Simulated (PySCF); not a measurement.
Compound: C7H6NO (doublet state).
Structure used (GFN2-xTB), in Å, numbered top down from 1:
```xyz
15
C7H6NO angstrom
N      2.2297   -0.5706   -2.4729
C      2.0478    0.1429   -1.5992
C      1.7809    1.0420   -0.4905
O      0.4161    1.0832   -0.1267
C     -0.0362   -0.0560    0.5449
C     -0.5024   -1.2832   -0.2450
C     -1.4621   -0.4018    0.4377
C     -2.7381   -0.3504    1.1526
C     -2.7784    0.3503    0.0666
H      2.0447    2.0617   -0.7927
H      2.4101    0.7427    0.3640
H      0.4887   -0.2373    1.4843
H     -0.2827   -2.2613    0.1601
H     -0.4476   -1.2375   -1.3244
H     -3.1750    0.9832   -0.6863
```

The hyperfine couplings belong to this conformer and change with its torsions.

As a line formula: `N#CCO[C@@H]1C[C@@]12[C]=C2` [radical].

Theory: UKS B3LYP, pcH-1 on C H N O, non-relativistic, mean-field spin-orbit, GIAO in PySCF 2.14.0. Isolated species at its GFN2-xTB geometry (one conformer only). The geometry wasn't refined by DFT: couplings that depend on bond lengths, twists or pyramidal angles can differ widely from those at the functional's own minimum. No stability test was run, so a lower SCF solution isn't excluded.

Problem. Give the principal g shifts and their parts.

Solution. 
```json
{"Δg (ppm)": "relativistic mass correction", "1": "-161", "2": "-161", "3": "-161"}
{"Δg (ppm)": "gauge correction", "1": "11", "2": "13", "3": "-42"}
{"Δg (ppm)": "orbital Zeeman/spin–orbit", "1": "-853", "2": "633", "3": "1824"}
{"Δg (ppm)": "total", "1": "-1003", "2": "486", "3": "1621"}
```

So g = 2.00132, 2.00280, 2.00394 and g_iso = 2.00269; the tensor is rhombic: the two nearest values differ by 43 % of g3 − g1. Axes: g2 points within 11° of the C7–C8 bond.

Problem. What effective moment and Curie constant follow for a powder?

Solution. With the mean of g² = 4.0108 and S(S+1) = 0.75: μ_eff = √(⟨g²⟩S(S+1)) = 1.734 μB and χT = 0.12505·⟨g²⟩·S(S+1) = 0.376 cm³ K/mol (cgs; spin-Hamiltonian part alone).

Problem. How much does each term add to the isotropic shift?

Solution. The orbital-Zeeman/spin–orbit term 535, the mass correction -161 and the gauge correction -6 ppm, for a total of 368 ppm. The orbital-Zeeman/spin–orbit term is the largest in size. The mass correction is the same along every axis, so the anisotropy comes from the other two: their spans along these axes are 55 (gauge) and 2677 ppm (orbital Zeeman/spin–orbit).

Problem. In a frozen sample, at which fields do the three g values resonate at 9.5, 34, 94 and 263 GHz (hyperfine left aside), and which band first spreads them over more than twice a line width of 0.5 mT?

Solution. 
```
band    GHz  B(g3) mT  B(g2) mT  B(g1) mT  spread mT
   X    9.5    338.71    338.90    339.15       0.44
   Q   34.0   1212.22   1212.91   1213.81       1.59
   W   94.0   3351.44   3353.34   3355.84       4.39
   J  263.0   9376.91   9382.22   9389.20      12.29
```

The spread grows in proportion to the frequency. Q band is the first where it exceeds 1.0 mT.

Largest spin populations (Mulliken): C8 (+0.68) and C7 (+0.27).

The HOMO–LUMO gaps are 6.60 eV among the α and 3.27 eV among the β orbitals.
